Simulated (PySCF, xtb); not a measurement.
pent-4-en-1-ol (C₅H₁₀O), SMILES C=CCCCO.

GFN2-xTB run with xtb at its own geometry gives an orbital gap of 5.37 eV and a dipole moment of 1.65 D.

The structure is a stationary point at B3LYP-D3(BJ)/def2-SVP. Other conformers were not sampled.

Problem. What does HF/def2-TZVP run with PySCF give? (Estimate from the structure and the level; the computed values follow.)

Solution. gap 13.21 eV (levels -9.65 and 3.56 eV), dipole 1.66 D.
